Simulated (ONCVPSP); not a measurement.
## Before and after: ONCV potential for phosphorus (P)

P (Z = 15), optimised norm-conserving Vanderbilt (ONCV), made with ONCVPSP 4.0.1 (PBE, scalar-relativistic). Core [Ne], reference 3s1.5 3p3.5. Waves: 3s: rc 1.35 bohr, ncon 4, nbas 8, qcut 5.2 1/bohr, 2 projectors, debl 3.9 Ha; 3p: rc 1.80 bohr, ncon 3, nbas 6, qcut 4.2 1/bohr, 3 projectors, debl 2.7 Ha. Local part: polynomial inside 1.00 bohr (lpopt 5, dvloc0 6 Ha). Core correction: Teter function, fcfact 5.5, rcfact 1.3.

Change: s: ncon 5, nbas 9.

Cutoffs: the cutoffs (Ha) at which the residual kinetic energy of the hardest occupied pseudo-wave falls to 1 and 0.1 mHa per electron; they do not see the model core or the augmentation charge, which bear on the density cutoff. Errors are all-electron minus pseudo energies relative to the spin-unpolarised reference configuration.

Problem. Predict the effect on cutoff, ghosts and configuration errors.

Solution. The potential gets harder (10 Ha and 34 Ha → 36 Ha and 115 Ha); a bound ghost appears in s, which as a rule spoils a file; of the 4 tests that both files solve, the error grows in 0 and shrinks in 1 by more than 15 % and 0.3 meV (median size 1.3 → 0.9 meV).

| quantity | base | changed |
| --- | --- | --- |
| cutoff, loose | 10 Ha | 36 Ha |
| cutoff, tight | 34 Ha | 115 Ha |
| loose cutoff by channel | s 10 Ha, p 4.3 Ha | s 36 Ha, p 4.3 Ha |
| bound ghosts | none | s |
| GHOST(+) flags under 300 eV | s at 207.1 eV | none |
| error for 3s2 3p3, meV [ΔE -4.25 eV] | +0.4 | +0.2 |
| error for 3s2 3p2, meV [ΔE 5.48 eV] | +1.2 | +1.1 |
| error for 3s2 3p1, meV [ΔE 24.63 eV] | +9.3 | +8.6 |
| error for 3s1 3p3, meV [ΔE 14.60 eV] | +1.3 | +0.6 |
| s: phases at 1.37 bohr within 0.05 rad from the reference energy up to (Ha; the scan ends near 5) | to the end of the scan | to the end of the scan |
| p: phases at 1.83 bohr within 0.05 rad from the reference energy up to (Ha; the scan ends near 5) | to the end of the scan | to the end of the scan |
| rms error of d²Exc/dni dnj with the model core, mHa | 0.11 | 0.05 |

 A true bound ghost makes a file unfit for plane-wave use even where its test errors are small: the radial tests pick states by their node count and pass the ghost by.
